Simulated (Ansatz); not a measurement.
`[F][Sn][SH]` + HBr → `[F][Sn][Br]` + H₂S at 298.15 K and 1 bar (ligand exchange at the Sn–S bond).

Calculated with Ansatz (gas phase, PBE0-D4/def2-TZVP geometries, no zero-point term in ΔE). CCSD(T)/CBS adds triple-zeta CCSD(T) − MP2 to the extrapolated MP2 energy (def2 sets, frozen cores). This one scheme is used for every species. Elements past krypton have def2 core potentials. For Br, Sn outer-core shells are correlated without core-valence functions, which leaves a few kJ/mol of doubt a bond. Scalar relativity is left out up to krypton. Each species was taken in one conformer, which may not be the lowest.

| species | CCSD(T)/CBS energy (Eh) | H − E (kJ/mol) | S (J/(mol·K)) |
| --- | --- | --- | --- |
| `[F][Sn][SH]` | -712.27458 | 42.5 | 307.5 |
| HBr | -2573.91920 | 24.6 | 198.6 |
| `[F][Sn][Br]` | -2887.23951 | 19.2 | 311.5 |
| H₂S | -398.97279 | 49.9 | 205.7 |

H − E and S are ideal-gas, rigid-rotor, harmonic terms from PBE0-D4/def2-TZVP, for one conformer and one mirror image of each species. 1 Eh = 2625.50 kJ/mol, R = 8.31446 J/(mol·K).

Question: By hand: ΔE, ΔH, ΔS and ΔG.

Answer: ΔE = (-2887.23951) + (-398.97279) − (-712.27458) − (-2573.91920) = -0.01852 Eh = -48.6 kJ/mol. Δ(H − E) = 19.2 + 49.9 − 42.5 − 24.6 = 2.0, so ΔH = -46.6 kJ/mol. ΔS = 311.5 + 205.7 − 307.5 − 198.6 = 11.1 J/(mol·K). ΔG = -46.6 − 298.15 × (11.1)/1000 = -49.9 kJ/mol.

Question: By hand: the equilibrium constant, and the temperature at which ΔG would vanish if ΔH and ΔS stayed fixed.

Answer: log₁₀ K = −ΔG/(RT ln 10) = 8.7. ΔH and −TΔS have one sign here, so there is no such temperature.

The number of gas molecules stays the same, so ΔS is small and ΔH decides. A doubt of 5 kJ/mol in ΔE shifts log₁₀ K by 0.9 here. Other conformers and mirror images would add mixing entropy, several J/(mol·K) or more a flexible species. These are equilibria of isolated gas molecules and say nothing of rates. Largest T1 diagnostic: 0.016 (customary marks: 0.02 for closed shells, 0.045 for open ones).

ΔS is within the doubt of such terms, so its sign, and with it that verdict, could turn.
